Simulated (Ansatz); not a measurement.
Mulliken charges of H$_{6}$NOSbSi (`N[SiH2][SbH][OH]`) from r2SCAN/def2-TZVPP in Ansatz (PBE0-D4/def2-TZVP geometry).

```csv
atom,x (Å),y (Å),z (Å),charge (e)
N1,-1.980,-0.281,-0.028,-0.457
Si2,-0.426,-0.247,-0.771,0.327
Sb3,1.040,1.321,0.662,0.464
O4,2.685,0.253,0.350,-0.540
H5,-2.083,-0.630,0.911,0.159
H6,-2.798,-0.477,-0.582,0.159
H7,-0.629,0.304,-2.138,-0.087
H8,0.287,-1.551,-0.901,-0.090
H9,0.531,0.440,2.052,-0.131
H10,3.456,0.817,0.448,0.197
```

Problem. By hand: the dipole of these point charges (1 e Å = 4.8032 D).

Solution. Σ q r = (-0.338, 0.564, 0.018) e Å, of length 0.658 e Å = 3.16 D.

Problem. How does the dipole of the full density compare? (Estimate.)

Solution. Computed: (-0.292, 0.121, 0.057) e Å, 1.54 D; the point charges give 2.05 times that, at 37° from its direction.

Point charges leave out the atoms' own dipoles, such as those of lone pairs, and Mulliken's split depends on the basis, so the two needn't agree.
